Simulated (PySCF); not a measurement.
GeH, SMILES [GeH] (connectivity only; charge and spin as stated), neutral, multiplicity 2.

Geometry: PBE0-D3(BJ)/def2-TZVPD.

The numbers are results of M06-2X/def2-TZVPD run with PySCF, not measurements.

The molecule is in vacuum.

Problem. Estimate the frontier levels, dipole moment. (Estimate from the structure and the level; the computed values follow.)

Solution. 
| Quantity | Result |
|---|---|
| α spin, highest occupied and lowest empty level | -6.11 and -2.18 eV |
| β spin, highest occupied and lowest empty level | -8.41 and -2.07 eV |
| dipole moment | 0.07 D |
| ⟨S²⟩ | 0.755 (pure state 0.75) |
